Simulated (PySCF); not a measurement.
H3S, SMILES [SH3+], charge +1. Atoms are numbered in the order given.

```xyz
4

S      0.0000     0.0000     0.1143
H      0.9950    -0.5745    -0.6098
H     -0.9950    -0.5745    -0.6098
H      0.0000     1.1489    -0.6098
```
Charge +1, spin multiplicity 1.

Coordinates come from a B3LYP-D3(BJ)/def2-TZVPD optimisation. The isomer is the one that the SMILES or the coordinates give; other isomers of the formula were not compared.

Two levels are set side by side: PBE/pcSseg-2 (PySCF) and PBE0/pcSseg-2 (PySCF). GIAO shifts against H2S (³³S), TMS (¹H) at the same level; non-relativistic, no solvent, atoms listed together averaged. Differences are taken from unrounded values.

| quantity | PBE0 |
|---|---|
| δ(³³S) of S1 (ppm) | 84.2 |
| δ(¹H) of H2, H3, H4 (ppm) | 5.96 |

Q: What does PBE give, and how far is it from PBE0? (Estimate from the structure and the level; the computed values follow.)

A: 
```
quantity                    PBE  PBE minus PBE0
-------------------------  ----  --------------
δ(³³S) of S1 (ppm)         89.8             5.6
δ(¹H) of H2, H3, H4 (ppm)  5.76           -0.21
```

Rough cost on one machine, each run with all the roots and properties that it gave: PBE0 against PBE about 2 times.
